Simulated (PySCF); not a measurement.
A structure optimised at B3LYP-D3(BJ)/def2-TZVP, used in a PySCF frequency run:

```xyz
4

O     -0.0168     1.2318     0.0000
C     -0.0122     0.1099     0.0000
O      0.1114    -1.1026     0.0000
H     -0.6833    -1.6921     0.0000
```
Charge +1, spin multiplicity 1.

### Question
Write its SMILES, formula and point group.

### Answer
O=C=[OH+], CHO2, Cs

### Question
What are its rotational constants (standard atomic weights)?

### Answer
795.38, 10.816, 10.671 GHz
